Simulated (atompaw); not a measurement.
Logarithmic derivatives: Cu, PAW (atompaw)

atompaw 4.2.0.5 input, output lines left out:

```
Cu 29
GGA-PBE scalarrelativistic loggrid 1500 logderivrange -10 5 376
4 4 3 0 0 0
4 0 1
4 1 0
0 0 0
c
c
v
v
c
v
v
v
2
1.60 1.45 1.55 0.95
n
n
y
0.3
n
modrrkj vanderbiltortho sinc
bessel
1.20
1.60
1.05
1.60
1.60
1.60
```

The phase is arctan(r·u′/u) with u = r·R(r), unwrapped; energies in Ry, scanned from -10 to 5 Ry. A pole is an energy at which the radial function vanishes at the test radius. The pseudo phase is shifted by a multiple of π to meet the all-electron one at the reference energy, and phase errors are pseudo minus all-electron; the curves can meet again beyond the range given. Levels narrower than the energy grid can be missing from the lists of poles.

Q: For each channel, where are the poles, and over which energies does the pseudopotential scatter like the atom?

A:

```json
{"channel": "s", "radius (bohr)": "1.61", "reference energy (Ry)": "-0.34", "poles, all-electron": "-8.25", "poles, pseudo": "-8.25", "unbroken range about the reference energy with phases within 0.05 rad": "the whole range", "phase error 1 Ry above the reference energy (rad)": "+0.000"}
{"channel": "p", "radius (bohr)": "1.61", "reference energy (Ry)": "-0.05", "poles, all-electron": "-5.01", "poles, pseudo": "-5.01", "unbroken range about the reference energy with phases within 0.05 rad": "the whole range", "phase error 1 Ry above the reference energy (rad)": "+0.000"}
{"channel": "d", "radius (bohr)": "1.61", "reference energy (Ry)": "-0.37", "poles, all-electron": "0.37", "poles, pseudo": "0.37", "unbroken range about the reference energy with phases within 0.05 rad": "the whole range", "phase error 1 Ry above the reference energy (rad)": "+0.000"}
```

Phases in the s channel:

| E (Ry) | all-electron | pseudo |
| --- | --- | --- |
| -10.00 | 1.314 | 1.314 |
| -9.76 | 1.300 | 1.300 |
| -9.52 | 1.281 | 1.281 |
| -9.28 | 1.250 | 1.250 |
| -9.04 | 1.190 | 1.190 |
| -8.80 | 1.011 | 1.012 |
| -8.56 | -0.553 | -0.552 |
| -8.32 | -1.516 | -1.516 |
| -8.08 | -1.649 | -1.649 |
| -7.84 | -1.700 | -1.700 |
| -7.60 | -1.729 | -1.729 |
| -7.36 | -1.748 | -1.748 |
| -7.12 | -1.762 | -1.762 |
| -6.88 | -1.774 | -1.774 |
| -6.64 | -1.785 | -1.785 |
| -6.40 | -1.794 | -1.794 |
| -6.16 | -1.803 | -1.803 |
| -5.92 | -1.811 | -1.811 |
| -5.68 | -1.819 | -1.819 |
| -5.44 | -1.828 | -1.828 |
| -5.20 | -1.836 | -1.836 |
| -4.96 | -1.845 | -1.845 |
| -4.72 | -1.854 | -1.854 |
| -4.48 | -1.863 | -1.863 |
| -4.24 | -1.873 | -1.873 |
| -4.00 | -1.884 | -1.884 |
| -3.76 | -1.895 | -1.895 |
| -3.52 | -1.907 | -1.907 |
| -3.28 | -1.921 | -1.920 |
| -3.04 | -1.935 | -1.935 |
| -2.80 | -1.950 | -1.950 |
| -2.56 | -1.967 | -1.967 |
| -2.32 | -1.986 | -1.986 |
| -2.08 | -2.007 | -2.007 |
| -1.84 | -2.031 | -2.031 |
| -1.60 | -2.058 | -2.058 |
| -1.36 | -2.088 | -2.088 |
| -1.12 | -2.123 | -2.123 |
| -0.88 | -2.164 | -2.164 |
| -0.64 | -2.212 | -2.212 |
| -0.40 | -2.268 | -2.268 |
| -0.16 | -2.335 | -2.335 |
| 0.08 | -2.416 | -2.416 |
| 0.32 | -2.514 | -2.514 |
| 0.56 | -2.633 | -2.633 |
| 0.80 | -2.776 | -2.776 |
| 1.04 | -2.943 | -2.943 |
| 1.28 | -3.130 | -3.129 |
| 1.52 | -3.326 | -3.325 |
| 1.76 | -3.517 | -3.516 |
| 2.00 | -3.691 | -3.690 |
| 2.24 | -3.841 | -3.841 |
| 2.48 | -3.967 | -3.967 |
| 2.72 | -4.072 | -4.071 |
| 2.96 | -4.158 | -4.157 |
| 3.20 | -4.229 | -4.229 |
| 3.44 | -4.289 | -4.288 |
| 3.68 | -4.339 | -4.339 |
| 3.92 | -4.382 | -4.381 |
| 4.16 | -4.418 | -4.418 |
| 4.40 | -4.451 | -4.450 |
| 4.64 | -4.479 | -4.479 |
| 4.88 | -4.503 | -4.503 |
